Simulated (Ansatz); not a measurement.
Energy difference R1 → P1, each structure at its B3LYP-D3(BJ)/def2-TZVP stationary point, reached from a drawn start; harmonic modes at that level show minima.
R1, CHN (SMILES C#N) (charge 0, multiplicity 1, Z-matrix in Å and degrees):
```
C
N 1 1.1462
H 1 1.0668 2 180.00
```
P1, CHN (SMILES [C-]#[NH+]) (charge 0, multiplicity 1):
```xyz
3

H      0.000     0.000    -1.053
N      0.000     0.000    -0.055
C      0.000     0.000     1.109
```

P less R. No zero-point or thermal terms.

Correlated levels freeze the cores.

Run with Ansatz (Gaussian orbitals). Each number belongs to the level named beside it.

One of these levels gives 12.46 kcal/mol for the reaction energy. Which one is it?
A) SVWN5/def2-TZVPP
B) SCS-MP2/cc-pVTZ
C) BHLYP/def2-TZVPP
D) HF/cc-pVTZ

C, BHLYP/def2-TZVPP. The others give 10.23 (HF/cc-pVTZ), 13.94 (SVWN5/def2-TZVPP), 17.07 (SCS-MP2/cc-pVTZ)

Ansatz is a quantum-chemistry and plane-wave program.
